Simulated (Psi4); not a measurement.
Psi4 input (wB97X-D/6-311+G**):

```
memory 1500 MB

molecule {
0 2
Cl    1.84991500   -0.76642800   -0.00001400
C     0.25200700   -0.14301100   -0.00109400
C    -0.96586200   -0.86821900   -0.03586000
C    -1.99538100   -0.00418500   -0.02348100
O    -1.47980500    1.26820700    0.01853700
C    -0.12120000    1.16440300    0.03150800
H    -3.06525400   -0.09230900   -0.03849900
H     0.43775500    2.08199100    0.06400100
symmetry c1
no_reorient
no_com
}

set {
  basis 6-311+G**
  reference uks
  scf_type df
  df_basis_scf def2-universal-jkfit
  dft_radial_points 99
  dft_spherical_points 590
  e_convergence 1e-8
  d_convergence 1e-7
  maxiter 150
}

e = energy('wb97x-d')
print_out(f'\nFINAL {e:.10f} DIPOLE {variable("CURRENT DIPOLE")[0]:.6f} {variable("CURRENT DIPOLE")[1]:.6f} {variable("CURRENT DIPOLE")[2]:.6f}\n')
```

From the output:

```
     101A      1.758110   102A      1.769646   103A      1.800448
     104A      1.872841   105A      1.880965   106A      1.899323
     107A      2.038559   108A      2.047682   109A      2.071814
     110A      2.160225   111A      2.201963   112A      2.234459
     113A      2.306334   114A      2.375674   115A      2.396470
     116A      2.458020   117A      2.547327   118A      2.593324
     119A      2.677948   120A      2.725292   121A      2.745607
     122A      2.777892   123A      2.835978   124A      2.845397
     125A      2.947942   126A      3.056776   127A      3.089457
     128A      3.097696   129A      3.171123   130A      3.221409
     131A      3.243675   132A      3.357299   133A      3.534830
     134A      3.593589   135A      3.690473   136A      3.914045
     137A      4.045341   138A      4.090816   139A      4.424680
     140A      5.043142   141A      5.479986   142A      5.848813
     143A      9.896159   144A     23.640868   145A     23.893800
     146A     24.231489   147A     24.323340   148A     25.931353
     149A     26.080451   150A     26.659446   151A     49.978732
     152A    215.974692

    Final Occupation by Irrep:
              A
    DOCC [    25 ]
    SOCC [     1 ]
    NA   [    26 ]
    NB   [    25 ]

  @DF-UKS Final Energy:  -688.90109300297320

   => Energetics <=

    Nuclear Repulsion Energy =            251.2953338917430699
    One-Electron Energy =               -1443.3012096583133825
    Two-Electron Energy =                 545.2600625528643832
    DFT Exchange-Correlation Energy =     -42.1534329109176014
    Empirical Dispersion Energy =          -0.0018468783495889
    VV10 Nonlocal Energy =                  0.0000000000000000
    Total Energy =                       -688.9010930029731981

  UHF NO Occupations:
  HONO-2 :   24  A 1.9993366
  HONO-1 :   25  A 1.9958841
  HONO-0 :   26  A 1.0000000
  LUNO+0 :   27  A 0.0041159
  LUNO+1 :   28  A 0.0006634
  LUNO+2 :   29  A 0.0002900
  LUNO+3 :   30  A 0.0001839

Computation Completed

Properties will be evaluated at   0.000000,   0.000000,   0.000000 [a0]

Properties computed using the SCF density matrix

 Multipole Moments:

 ------------------------------------------------------------------------------------
     Multipole            Electronic (a.u.)      Nuclear  (a.u.)        Total (a.u.)
 ------------------------------------------------------------------------------------

 L = 1.  Multiply by 2.5417464519 to convert [e a0] to [Debye]
 Dipole X            :         -0.3461011           -0.0000000           -0.3461011
 Dipole Y            :          0.2939069           -0.0000189            0.2938880
 Dipole Z            :          0.0042622           -0.0000038            0.0042584
 Magnitude           :                                                    0.4540642

 ------------------------------------------------------------------------------------

FINAL -688.9010930030 DIPOLE -0.346101 0.293888 0.004258

*** Psi4 exiting successfully. Buy a developer a beer!
```

The geometry given is a B3LYP-D3(BJ)/def2-TZVP minimum.
